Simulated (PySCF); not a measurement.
PySCF input file for C₂H₅Si, SMILES [CH2][Si]C (connectivity only; charge and spin as stated), neutral, multiplicity 2, ωB97X-D3(BJ)/def2-TZVP. Geometry: ωB97X-D3(BJ)/def2-TZVP. The isomer is the one that the SMILES or the coordinates give; other isomers of the formula were not compared.

```python
import numpy as np
from pyscf import gto, scf, dft, df
from pyscf.hessian import thermo

mol = gto.M(
    atom='''
    C    -0.39189043    1.56729429   -0.00000000
    Si    0.50180838    0.12175081    0.00000000
    C    -0.30470098   -1.57856600    0.00000000
    H     0.06058784    2.55108916   -0.00000000
    H    -1.47925812    1.54321974    0.00000001
    H    -1.38877700   -1.43281399    0.00000000
    H    -0.01916079   -2.14918798   -0.88553396
    H    -0.01916079   -2.14918799    0.88553395
    ''',
    basis='def2-TZVP',
    charge=0,
    spin=1,
    max_memory=1600,
    verbose=3,
)
mf = dft.UKS(mol, xc='wb97x-d3bj').density_fit(auxbasis='def2-universal-jkfit')
mf.grids.level = 3
mf.conv_tol = 1e-11
mf.max_cycle = 100
mf.kernel()
fine, coarse = mf.grids, dft.Grids(mol).set(level=1).build(with_non0tab=True)
for _ in range(3):  # follow internal instabilities
    mf.grids = coarse
    mo, _, stable, _ = mf.stability(return_status=True, nroots=4)
    mf.grids = fine
    if stable:
        break
    mf.kernel(mf.make_rdm1(mo, mf.mo_occ))

# analytic Hessian; the response equations are solved on a coarser grid
h, args, fine = mf.Hessian(), (mf.mo_energy, mf.mo_coeff, mf.mo_occ), mf.grids
h.max_memory = max(150, 2.5e-5 * df.make_auxmol(mol, mf.with_df.auxbasis).nao * mol.nelec[0] * (mol.nelec[0] + mol.nao))  # MB; small integral blocks
h1ao = h.make_h1(mf.mo_coeff, mf.mo_occ)
mf.grids = dft.Grids(mol).set(level=1).build(with_non0tab=True)
mo1, mo_e1 = h.solve_mo1(*args, h1ao)
mf.grids = fine
hess = h.hess_elec(*args, mo1, mo_e1, h1ao) + h.hess_nuc()
if mf.do_disp():
    hess += h.get_dispersion()
for i in range(mol.natm):  # the analytic DFT Hessian lacks the response of the grid: restore translational invariance
    hess[i, i] -= hess[i].sum(axis=0)
hess = (hess + hess.transpose(1, 0, 3, 2)) / 2
vib = thermo.harmonic_analysis(mol, hess, imaginary_freq=False)
thermo.dump_normal_mode(mol, vib)
th = thermo.thermo(mf, vib['freq_au'][vib['freq_au'] > 0], 298.15, 101325)
thermo.dump_thermo(mol, th)
g0 = mf.nuc_grad_method().set(verbose=0).kernel()

# dipole derivatives [dipole axis, atom, xyz] from the same response
r, irp = mol.intor('int1e_r'), mol.intor('int1e_irp').reshape(3, 3, mol.nao, mol.nao)
sl, dm0, ok = mol.aoslice_by_atom(), np.array(mf.make_rdm1()), []
dmu = np.einsum('a,xt->xat', mol.atom_charges(), np.eye(3))
for a, (_, _, p0, p1) in enumerate(sl):
    dmu[:, a] += 2 * np.einsum('xtij,ij->xt', irp[:, :, :, p0:p1], dm0.reshape(-1, mol.nao, mol.nao).sum(0)[:, p0:p1])
    for u, c, occ, f in zip(mo1, mf.mo_coeff, mf.mo_occ, (2, 2)):
        dmu[:, a] -= f * np.einsum('tui,xuv,vi->xt', u[a], r, c[:, occ > 0], optimize=True)
L = vib['norm_mode']
ir = 974.8801 * (np.einsum('xat,kat->kx', dmu, L) ** 2).sum(1)       # km/mol
apt = np.einsum('xax->a', dmu) / 3
print('mode   freq/cm-1   IR/(km/mol)')
for k, w in enumerate(vib['freq_wavenumber']):
    print(f'{k + 1:4d} {w:11.2f} {ir[k]:13.3f}')
print('max |gradient| / (hartree/bohr):', abs(g0).max())
print('APT charges:', apt.round(4))
```

Program output:

```

WARN: HOMO -0.174300445312216 >= LUMO -0.174300445312216

converged SCF energy = -368.718550831747  <S^2> = 0.75908592  2S+1 = 2.0090654
<class 'pyscf.df.df_jk.DFUKS'> wavefunction is stable in the internal stability analysis

WARN: DFTD3 does not support analytical Hessian, using finite difference


WARN: Mole.unit (angstrom) is changed to Bohr

Mode                                 0                   1                   2
Irrep
Freq [cm^-1]                       99.1002            222.2634            351.9189
Reduced mass [au]                   1.1745              2.3254              1.0927
Force const [Dyne/A]                0.0068              0.0677              0.0797
Char temp [K]                     142.5831            319.7876            506.3329
Normal mode                   x     y     z       x     y     z       x     y     z
       0   C                -0.00 -0.00  0.07    0.08  0.10  0.00   -0.00 -0.00 -0.06
       1  Si                 0.00  0.00 -0.05   -0.09 -0.00 -0.00    0.00  0.00  0.03
       2   C                -0.00  0.00  0.02    0.08 -0.09  0.00   -0.00  0.00 -0.02
       3   H                -0.00  0.00  0.08    0.30 -0.00 -0.00   -0.00  0.00 -0.48
       4   H                -0.00 -0.00  0.10    0.07  0.35  0.00   -0.00 -0.00  0.79
       5   H                -0.00  0.00 -0.48    0.05 -0.30 -0.00   -0.00  0.00 -0.15
       6   H                 0.38 -0.25  0.31    0.19 -0.04  0.00    0.08  0.08 -0.05
       7   H                -0.38  0.25  0.31    0.19 -0.04 -0.00   -0.08 -0.08 -0.05
Mode                                 3                   4                   5
Irrep
Freq [cm^-1]                      626.1203            675.7944            677.4487
Reduced mass [au]                   1.3383              3.1419              1.2118
Force const [Dyne/A]                0.3091              0.8454              0.3277
Char temp [K]                     900.8477            972.3176            974.6979
Normal mode                   x     y     z       x     y     z       x     y     z
       0   C                -0.08 -0.07 -0.00   -0.06  0.05 -0.00   -0.00  0.00  0.11
       1  Si                -0.01 -0.02  0.00    0.06  0.07  0.00    0.00  0.00 -0.02
       2   C                 0.07  0.07 -0.00   -0.05 -0.18 -0.00   -0.00 -0.00  0.04
       3   H                 0.42 -0.29  0.00    0.08 -0.01  0.00    0.00 -0.00 -0.68
       4   H                -0.08  0.50  0.00   -0.06  0.23  0.00   -0.00  0.00 -0.38
       5   H                 0.11  0.41  0.00   -0.02  0.07  0.00   -0.00  0.00 -0.13
       6   H                -0.11  0.01 -0.02   -0.21 -0.24 -0.01    0.12  0.27 -0.10
       7   H                -0.11  0.01  0.02   -0.21 -0.24  0.01   -0.12 -0.27 -0.10
Mode                                 6                   7                   8
Irrep
Freq [cm^-1]                      801.0544            821.3374           1017.5498
Reduced mass [au]                   1.2168              1.4647              4.2414
Force const [Dyne/A]                0.4600              0.5822              2.5875
Char temp [K]                    1152.5390           1181.7216           1464.0276
Normal mode                   x     y     z       x     y     z       x     y     z
       0   C                 0.00  0.00  0.05    0.05  0.07 -0.00    0.10 -0.16 -0.00
       1  Si                -0.00 -0.00  0.03   -0.05 -0.02 -0.00   -0.05  0.10  0.00
       2   C                 0.00  0.00 -0.11    0.11 -0.03  0.00    0.00 -0.03  0.00
       3   H                -0.00  0.00 -0.45   -0.24  0.20  0.00    0.20 -0.22  0.00
       4   H                 0.00 -0.00 -0.11    0.05 -0.25  0.00    0.12 -0.27 -0.00
       5   H                 0.00  0.00  0.20    0.17  0.55 -0.00    0.01  0.02  0.00
       6   H                -0.20 -0.47  0.14   -0.25 -0.13 -0.05   -0.07 -0.05 -0.01
       7   H                 0.20  0.47  0.14   -0.25 -0.13  0.05   -0.07 -0.05  0.01
Mode                                 9                  10                  11
Irrep
Freq [cm^-1]                     1269.3743           1380.3808           1443.7252
Reduced mass [au]                   1.2212              1.2108              1.0543
Force const [Dyne/A]                1.1594              1.3593              1.2947
Char temp [K]                    1826.3470           1986.0607           2077.1992
Normal mode                   x     y     z       x     y     z       x     y     z
       0   C                -0.01  0.01 -0.00    0.07 -0.10 -0.00   -0.00 -0.00 -0.00
       1  Si                 0.00 -0.01 -0.00   -0.01  0.01 -0.00    0.00 -0.00 -0.00
       2   C                 0.06  0.11  0.00    0.00  0.01  0.00    0.00 -0.00 -0.06
       3   H                 0.04 -0.01  0.00   -0.61  0.22  0.00   -0.00  0.00  0.00
       4   H                -0.01 -0.04 -0.00    0.04  0.62 -0.00   -0.00  0.00  0.01
       5   H                -0.04 -0.51 -0.00   -0.00 -0.03 -0.00   -0.00 -0.00  0.71
       6   H                -0.33 -0.37  0.16   -0.02 -0.04  0.02    0.46  0.06  0.06
       7   H                -0.33 -0.37 -0.16   -0.02 -0.04 -0.02   -0.46 -0.06  0.06
Mode                                12                  13                  14
Irrep
Freq [cm^-1]                     1463.6897           3063.1450           3152.6714
Reduced mass [au]                   1.0506              1.0333              1.0960
Force const [Dyne/A]                1.3261              5.7125              6.4182
Char temp [K]                    2105.9236           4407.1837           4535.9922
Normal mode                   x     y     z       x     y     z       x     y     z
       0   C                 0.00  0.00 -0.00    0.00 -0.00  0.00    0.02 -0.01 -0.00
       1  Si                -0.00  0.00 -0.00   -0.00  0.00 -0.00   -0.00  0.00  0.00
       2   C                -0.05  0.03 -0.00   -0.03 -0.04  0.00   -0.07  0.04 -0.00
       3   H                 0.01 -0.00  0.00    0.00  0.00 -0.00    0.08  0.15  0.00
       4   H                 0.00 -0.03  0.00   -0.01 -0.00  0.00   -0.30 -0.01 -0.00
       5   H                 0.00  0.33  0.00    0.66 -0.10  0.00    0.64 -0.08 -0.00
       6   H                 0.36 -0.38  0.38   -0.14  0.26  0.42    0.10 -0.22 -0.36
       7   H                 0.36 -0.38 -0.38   -0.14  0.26 -0.42    0.10 -0.22  0.36
Mode                                15                  16                  17
Irrep
Freq [cm^-1]                     3153.8259           3160.4918           3259.0825
Reduced mass [au]                   1.0637              1.1019              1.1093
Force const [Dyne/A]                6.2335              6.4847              6.9421
Char temp [K]                    4537.6533           4547.2440           4689.0941
Normal mode                   x     y     z       x     y     z       x     y     z
       0   C                 0.05 -0.04  0.00   -0.00  0.00  0.00    0.07  0.06 -0.00
       1  Si                -0.00  0.00 -0.00   -0.00 -0.00  0.00    0.00 -0.00 -0.00
       2   C                 0.03 -0.02  0.00   -0.00  0.00  0.09    0.00 -0.00 -0.00
       3   H                 0.21  0.41 -0.00   -0.00 -0.00  0.00   -0.34 -0.75  0.00
       4   H                -0.78 -0.03  0.00    0.00  0.00  0.00   -0.46  0.00  0.00
       5   H                -0.25  0.03  0.00    0.00 -0.00  0.02   -0.00  0.00  0.00
       6   H                -0.04  0.08  0.13    0.18 -0.36 -0.54   -0.00  0.00  0.00
       7   H                -0.04  0.08 -0.13   -0.18  0.36 -0.54   -0.00  0.00 -0.00
temperature 298.1500 [K]
pressure 101325.00 [Pa]
Rotational constants [GHz] 32.34608 6.18380 5.36560
Symmetry number 1
Zero-point energy (ZPE) 0.06069 [Eh]   159336.450 [J/mol]
                           tot       elec      trans        rot        vib
Entropy [J/mol/K]       296.469      5.763    159.202     97.151     34.353
Cv [J/mol/K]             67.334      0.000     12.472     12.472     42.391
Cp [J/mol/K]             75.648      0.000     20.786     12.472     42.391
Internal energy [J/mol]                      3718.434   3718.434 165193.398
Internal energy [Eh]   -368.65280  -368.71855
Enthalpy [J/mol]                             6197.391   3718.434 165193.398
Enthalpy [Eh]          -368.65186
Gibbs free energy [J/mol]                  -41268.574 -25247.203 154951.196
Gibbs free energy [Eh] -368.68552
mode   freq/cm-1   IR/(km/mol)
   1       99.10         0.036
   2      222.26         3.895
   3      351.92         2.318
   4      626.12         1.424
   5      675.79        16.479
   6      677.45        55.610
   7      801.05         6.636
   8      821.34        46.197
   9     1017.55        28.838
  10     1269.37         5.799
  11     1380.38        10.300
  12     1443.73        10.377
  13     1463.69         9.462
  14     3063.15         2.501
  15     3152.67         0.838
  16     3153.83         1.812
  17     3160.49         1.807
  18     3259.08         0.167
max |gradient| / (hartree/bohr): 1.3786987336661464e-05
APT charges: [-0.441   0.4851 -0.2046  0.0649  0.0354  0.0027  0.0287  0.0287]
```

Self-consistency was reached.
